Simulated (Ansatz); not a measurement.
`C[NH][Ge]([F])([F])[F]` and `C[S][Ge]([F])([F])[F]` differ in one atom or group.

Ansatz, PBE0-D4/def2-TZVP geometries, multiplicity 1. Each molecule was computed in one conformer, which needn't be the lowest.

Scalar relativity is left out up to krypton.

| property | `C[NH][Ge]([F])([F])[F]` |
| --- | --- |
| ideal-gas entropy at 298 K and 1 bar (rigid rotor, harmonic PBE0-D4/def2-TZVP) / J/(mol·K) | 379 |
| HOMO energy (PBE0/def2-TZVPP) / eV | -8.05 |
| HOMO energy (B3LYP/def2-TZVPP) / eV | -7.82 |
| HOMO–LUMO gap (PBE0/def2-TZVPP) / eV | 7.53 |
| HOMO energy (PBE/def2-TZVPP) / eV | -6.55 |
| HOMO–LUMO gap (B3LYP/def2-TZVPP) / eV | 6.90 |

(1) What does the change do to each property? (Estimate.)

Results:

(1) Ansatz gave: 
```json
{"property": "ideal-gas entropy at 298 K and 1 bar (rigid rotor, harmonic PBE0-D4/def2-TZVP) / J/(mol·K)", "`C[S][Ge]([F])([F])[F]`": "392", "shift": "13"}
{"property": "HOMO energy (PBE0/def2-TZVPP) / eV", "`C[S][Ge]([F])([F])[F]`": "-8.14", "shift": "-0.09"}
{"property": "HOMO energy (B3LYP/def2-TZVPP) / eV", "`C[S][Ge]([F])([F])[F]`": "-7.90", "shift": "-0.08"}
{"property": "HOMO–LUMO gap (PBE0/def2-TZVPP) / eV", "`C[S][Ge]([F])([F])[F]`": "6.95", "shift": "-0.58"}
{"property": "HOMO energy (PBE/def2-TZVPP) / eV", "`C[S][Ge]([F])([F])[F]`": "-6.83", "shift": "-0.28"}
{"property": "HOMO–LUMO gap (B3LYP/def2-TZVPP) / eV", "`C[S][Ge]([F])([F])[F]`": "6.36", "shift": "-0.54"}
```

With PBE0 the HOMO falls by 0.09 eV and the LUMO falls by 0.68 eV, so the gap narrows by about 0.59 eV. PBE moves the HOMO by -0.28 eV and ωB97M-V by 0.06 eV. The zero-point energy changes by -39.8 kJ/mol with -3 modes. Modes under 60 cm⁻¹, often nearly free rotors, make the harmonic entropy too high.

Positive LUMOs are unbound, so they and the gaps depend on the basis.

B3LYP here is the variant with VWN-RPA as its local correlation; programs differ in this.
